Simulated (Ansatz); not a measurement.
Input for Ansatz (development build ahead of 0.2.0):

```yaml
crystal:
  periodic: [false, false, false]
  atoms:
    - { symbol: Ti, position_ang: [0.0, 0.0, 0.0] }
    - { symbol: Cl, position_ang: [1.14456, 1.14456, 1.14456] }
    - { symbol: Cl, position_ang: [1.14456, -1.14456, -1.14456] }
    - { symbol: Cl, position_ang: [-1.14456, 1.14456, -1.14456] }
    - { symbol: Cl, position_ang: [-1.14456, -1.14456, 1.14456] }
basis:
  gaussian: { orbitals: cc-pVDZ }
hamiltonian:
  xc: hf
correlation:
  method: mp2
  frozen_orbitals: { Cl: 5, Ti: 5 }
```

The input is written out in the form of the current development build from the run's settings.

Results

| Property | Result |
| --- | --- |
| Converged | yes |
| Reference energy | -2686.60472 hartree |
| Correlation energy | -0.91046 hartree |
| Total energy | -2687.51517 hartree |
| Spin squared of the determinant | 0.000 |

Caution: no unrestricted run beside it, a lower state can exist; other spin multiplicities were not run.
